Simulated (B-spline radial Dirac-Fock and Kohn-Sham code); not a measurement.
Dipole and non-dipole photoemission parameters of Zn 4s

System: the Zn atom, configuration [Ar] 3d10 4s2; threshold 8.27 eV (orbital energy of the model). Model: Dirac-Hartree-Slater photoionisation with a Latter tail; cross sections with all multipoles, angular parameters from the dipole term and its interference with E2. Program: a B-spline atomic structure program.

For linearly polarised light dσ/dΩ = σ/(4π) [1 + β P₂(cos θ) + (δ + γ cos²θ) sin θ cos φ], with θ from the polarisation vector and φ the angle between the beam and the projection of the electron momentum on the plane normal to the polarisation.

```tsv
hν (eV)	σ (kb)	β	γ
68.7	73.2	1.996	0.101
100	51.8	1.997	0.173
106	48.4	1.997	0.182
188	22.8	1.998	0.206
195	21.6	1.998	0.205
211	19.4	1.998	0.201
228	17.4	1.998	0.195
259	14.4	1.998	0.182
451	6.25	1.999	0.085
582	4.16	1.999	0.030
750	2.73	1.999	-0.020
780	2.55	1.999	-0.027
899	?	?	?
1000	1.65	1.999	-0.058
1210	1.17	1.999	-0.064
1253.6	1.10	1.999	-0.064
1690	0.623	1.999	-0.028
2984.4	0.199	1.999	0.200
3810	0.119	1.999	0.368
5210	0.0599	1.999	0.641
5414.7	0.0549	1.999	0.679
6070	0.0424	1.999	0.798
6410	0.0374	1.999	0.858
8047.8	0.0220	1.999	1.131
8200	0.0210	1.999	1.155
9170	0.0161	1.999	1.303
9251.7	0.0157	1.999	1.315
12000	0.00832	1.998	1.691
12200	0.00799	1.998	1.717
```

Question: Give the values at 899 eV.

Answer: σ = 1.99 kb, β = 1.999, γ = -0.047. For an s subshell δ is negligible.

Values without a named source are computed, but for edge energies of neutral atoms, which are taken from tables.
